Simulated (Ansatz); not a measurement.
Ideal-gas functions of `[Cl][InH][I]` at 500 K and 1 bar, from an Ansatz frequency run at PBE0-D4/def2-TZVP.

Molar mass 278.18 g/mol, point group Cs (symmetry number 1), electronic degeneracy 1, moments of inertia 98.404, 632.598, 731.001 u Å². Harmonic wavenumbers (cm⁻¹, unscaled): 79, 209, 359, 365, 468, 1886.

Use S(trans) = R[1.5 ln M + 2.5 ln T − 1.1517]; rotational temperatures θ = 24.2544 K / I; S(rot) = R[ln(√π/σ · √(T³/θAθBθC)) + 1.5]; for each mode x = 1.438777 ν̃/T, S = R[x/(eˣ − 1) − ln(1 − e⁻ˣ)] and H = RT x/(eˣ − 1); 1 cm⁻¹ = 0.0119627 kJ/mol; R = 8.31446 J/(mol·K).

Q: By hand: the entropy, in J/(mol·K).

A: Translation 189.8. Rotation: θ = 0.2465, 0.0383, 0.0332 K, giving 128.3. Vibration, mode by mode: 20.65, 12.67, 8.40, 8.28, 6.44, 0.24, in all 56.7. Electronic 0.0. Sum 374.8 J/(mol·K).

Q: By hand: H − E and G − E in kJ/mol, counted from the electronic energy.

A: Zero-point energy ½ × 3366 × 0.0119627 = 20.1; thermal vibration 13.5; translation, rotation and pV give 4 RT = 16.6. H − E = 50.2 kJ/mol, and G − E = 50.2 − 500 × 374.8/1000 = -137.2 kJ/mol.

Vibration gives 15 % of the entropy, 20.6 J/(mol·K) of it from the mode under 150 cm⁻¹: soft modes count most, and the harmonic formula is weakest for them.
